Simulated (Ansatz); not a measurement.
Calculated with Ansatz (gas phase, PBE0-D4/def2-TZVP geometries, no zero-point term in ΔE). CCSD(T)/CBS adds triple-zeta CCSD(T) − MP2 to the extrapolated MP2 energy (def2 sets, frozen cores). This one scheme is used for every species. DFT in def2-TZVPP. B3LYP here is the variant with VWN-RPA as its local correlation; programs differ in this. For Ga outer-core shells are correlated without core-valence functions, which leaves a few kJ/mol of doubt a bond. Scalar relativity is left out up to krypton. Each species was taken in one conformer, which may not be the lowest.

Reaction (ligand exchange at the Si–O bond): `C[O][Al]([F])[O][SiH3]` + `[OH][GaH][SH]` → `[SiH3][O][GaH][SH]` + `C[O][Al]([OH])[F]`

```
             level  ΔE (kJ/mol)  difference from CCSD(T)/CBS
            PBE-D4          2.6                         -1.5
         r2SCAN-D4          5.0                          0.9
           PBE0-D4          3.3                         -0.8
          B3LYP-D4          3.3                         -0.8
           ωB97X-V          4.9                          0.8
            B2PLYP          5.6                          1.5
               PBE          5.0                          0.9
            r2SCAN          5.3                          1.2
              PBE0          5.4                          1.3
             B3LYP          7.3                          3.2
    MP2/def2-TZVPP          3.0                         -1.1
SCS-MP2/def2-TZVPP          4.4                          0.3
   CCSD/def2-TZVPP          5.0                          0.9
     HF/def2-QZVPP          9.6                          5.5
      HF/CBS(def2)          9.7                          5.6
     MP2/CBS(def2)          3.4                         -0.7
       CCSD(T)/CBS          4.1                            0
```

Largest T1 diagnostic among the species: 0.014.

In def2-TZVPP, CCSD(T) changes the Hartree–Fock value by −5.3 kJ/mol (the triples alone add −1.2 kJ/mol) and MP2 by −6.1 kJ/mol. The D4 term adds −4.0 kJ/mol with B3LYP and −2.1 kJ/mol with PBE0; it sums over pairs of atoms, weighted by their polarisabilities, and B3LYP, whose exchange is more repulsive, gets the larger term.
